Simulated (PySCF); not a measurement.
# Structure from 2D NMR

Compound of formula C9H13F. Correlations simulated from computed shifts and the bond graph:

HSQC (one-bond C–H):
```tsv
δH	δC
6.85	159.3
5.60	115.7
2.38	38.3
2.22	35.6
1.73	31.7
1.44	31.8
1.27	43.0
0.97	43.0
```

COSY cross peaks (H two or three bonds apart, from the bond graph; peaks can be absent where the dihedral angle is near 90°):
```tsv
δH	δH
6.85	5.60
5.60	2.22
2.38	1.73
2.38	1.27
2.38	0.97
1.73	1.44
1.27	0.97
```

HMBC (two and three bonds, from the bond graph):
```tsv
δH	δC
6.85	115.7, 35.6
5.60	159.3, 51.7, 35.6
2.38	51.7, 43.0, 31.8, 31.7
2.22	159.3, 115.7, 51.7, 43.0, 31.8
1.73	51.7, 43.0, 38.3, 31.8
1.44	51.7, 43.0, 38.3, 35.6, 31.7
1.27	51.7, 43.0, 38.3, 35.6, 31.8, 31.7
0.97	51.7, 43.0, 38.3, 35.6, 31.8, 31.7
```

Carbons without hydrogens: δ 51.7.

PySCF 2.14.0 with density-fitted response routines calculation with geometry from GFN2-xTB and GIAO PBE0/pcSseg-1 shieldings; one conformer, in vacuum, non-relativistic Hamiltonian, rapidly exchanging positions averaged.

Chemical shifts δ = σref − σ; 1H and 13C vs TMS, all at this level.

Exchangeable hydrogens are left out of these lists.

Question: Which molecule is this?

Answer: SMILES F/C=C/C[C@]12CC[C@H](C1)C2.

Atoms are numbered as in `[F:1]/[CH:2]=[CH:3]/[CH2:4][C@:5]12[CH2:6][CH2:7][C@H:8]([CH2:9]1)[CH2:10]2` (H(Xn): hydrogen on atom n). Ha(C9), Ha(C10) are cis to C7 on the ring; Hb(C9), Hb(C10) are trans to C7 on the ring.

1. δC 159.3 is C2, an alkene CH (δH 6.85).
2. δC 115.7 is C3, an alkene CH (δH 5.60).
3. δC 51.7 is C5, a quaternary sp3 carbon in a ring.
4. δC 43.0 is C9/C10, an sp3 CH2 in a ring (δH 0.97, 1.27).
5. δC 38.3 is C8, an sp3 CH in a ring (δH 2.38).
6. δC 35.6 is C4, an allylic sp3 CH2 (δH 2.22).
7. δC 31.8 is C6, an sp3 CH2 in a ring (δH 1.44).
8. δC 31.7 is C7, an sp3 CH2 in a ring (δH 1.73).
9. HMBC from δH 5.60 reaches the proton-free carbon C5.
10. HMBC from δH 2.38 reaches the proton-free carbon C5.
11. HMBC from δH 2.22 reaches the proton-free carbon C5.
12. HMBC from δH 1.73 reaches the proton-free carbon C5.
13. COSY links 6.85–5.60, 5.60–2.22, 2.38–1.73, 2.38–1.27, 2.38–0.97, 1.73–1.44.

The shifts were computed for this structure.

Shifts are as computed. Against solution values, carbons near 30 ppm lie about +3 ppm off and those near 130 ppm about +5 ppm. Of 1211 compounds with measured shifts, 218 miss one by over three times the rms of a fit or turn the order of signals round; such compounds aren't used in these exercises.
